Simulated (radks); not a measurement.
Q: The mean radii <r> (bohr) of the occupied orbitals of an atom or ion are listed with their occupations. Method: Dirac Kohn-Sham, BLYP, spin-unpolarised, spherical densities, point nucleus; computed with a radial shooting solver on a logarithmic mesh with Libxc functionals.

orbital  occ.      <r>
1s1/2       2  0.02363
2s1/2       2   0.1005
2p1/2       2  0.08421
2p3/2       4  0.09062
3s1/2       2   0.2660
3p1/2       2   0.2556
3p3/2       4   0.2681
3d3/2       4   0.2394
3d5/2       6   0.2433
4s1/2       2   0.6073
4p1/2       2   0.6238
4p3/2       4   0.6521
4d3/2       4   0.7016
4d5/2       6   0.7117
5s1/2       2    1.474
5p1/2       2    1.669
5p3/2       4    1.764
6s1/2       2    4.422
4f5/2       4    1.127

Name the element and its charge. Open shells, if any, fill j = l - 1/2 first.

A: Z = 60, neodymium, charge 0: Nd in [Xe] 4f4 6s2. The 1s radius gives Z: for a bare nucleus <r> = (2 gamma + 1)/(2Z) with gamma = sqrt(1 - (Z/c)^2), 0.02332 bohr for Z = 60, and screening makes it slightly larger (0.02363 here). The occupations add up to 60, and the charge is Z minus that.
